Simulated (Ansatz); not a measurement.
Molecule: fluoro(dimethyl)borane, C2H6BF (charge 0, singlet). SMILES: CB(C)F
Structure (B3LYP-D3(BJ)/def2-TZVP (Ansatz, a quantum-chemistry and plane-wave program) minimum search):
```
B
F 1 1.3424
C 1 1.5646 2 117.56
H 3 1.0911 1 113.07 2 -23.94
H 3 1.0918 4 109.52 1 126.55
H 3 1.0978 4 107.02 5 114.57
C 1 1.5647 2 117.47 3 -179.98
H 7 1.0912 1 112.94 2 -26.07
H 7 1.0916 8 109.52 1 126.69
H 7 1.0978 8 106.87 9 114.66
```
Charge 0, spin multiplicity 1.

Parts of the frozen-core correlation energy in cc-pVDZ (Ansatz, hartree). Frozen orbitals: 4; correlated occupied orbitals by spin: 12 and 12; virtual: 70 and 70. Spin-orbit coupling is left out. Non-relativistic.

```
term                            value
-------------------------  ----------
reference (HF)             -203.44229
MP2 opposite-spin                 ___
MP2 same-spin                -0.13388
CCSD correlation                  ___
(T)                               ___
T1 diagnostic                   0.011
largest doubles amplitude       0.028
```

Question: Some entries are withheld; supply them.

Answer: 
- MP2 opposite-spin, value: -0.42471
- CCSD correlation, value: -0.60188
- (T), value: -0.01432
